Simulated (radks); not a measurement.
Values are calculated unless marked as measured or tabulated.
Cl II, configuration [Ne] 3s1 3p5 (not the ground configuration). Code: a radial shooting solver on a logarithmic mesh with Libxc functionals. Model: Dirac Kohn-Sham, PBE, spin-unpolarised, spherical densities, finite nucleus; open shells fill j = l - 1/2 first; Fermi nuclear charge, rms radius 3.3654 fm.

X-ray form factor f0, the Fourier transform of the density (f0(0) = 16):

sin(theta)/lambda (1/angstrom),f0 (electrons)
0.05,15.622
0.1,14.609
0.15,13.252
0.2,11.851
0.25,10.606
0.3,9.596
0.4,8.206
0.5,7.312
0.6,6.589
0.8,5.231
1,4.014
1.25,2.881
1.5,2.172
2,1.509
